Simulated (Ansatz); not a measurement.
Basis-set extrapolation for `C[Si]1(Cl)C[SiH2]1` (PBE0-D4/def2-TZVP geometry, frozen core, the Gaussian-basis code of Ansatz). Multiplicity 1, RHF reference.

|  | def2-TZVPP | def2-QZVPP |
| --- | --- | --- |
| HF | -1117.248495 | -1117.282435 |
| MP2 correlation | -0.782340 | -0.841529 |
| CCSD(T) correlation | -0.883764 | not run |

Energies in hartree. Use E(X) = E(∞) + A·exp(−7.88·√X) for Hartree–Fock and E(X) = E(∞) + B·X^(−2.97) for correlation, with X = 3 and 4, and add CCSD(T) minus MP2 of the smaller set to the MP2 limit.

Task: What is the CCSD(T) energy at the basis-set limit?

Result: HF limit: -1117.282435 + (-0.033940) × 0.13774 = -1117.28711. MP2 limit: -0.841529 + (-0.059189) × 0.74074 = -0.88537. Higher-order term: -0.883764 − (-0.782340) = -0.10142. Total: -1118.27390 hartree, 3.85 eV below CCSD(T)/def2-TZVPP.
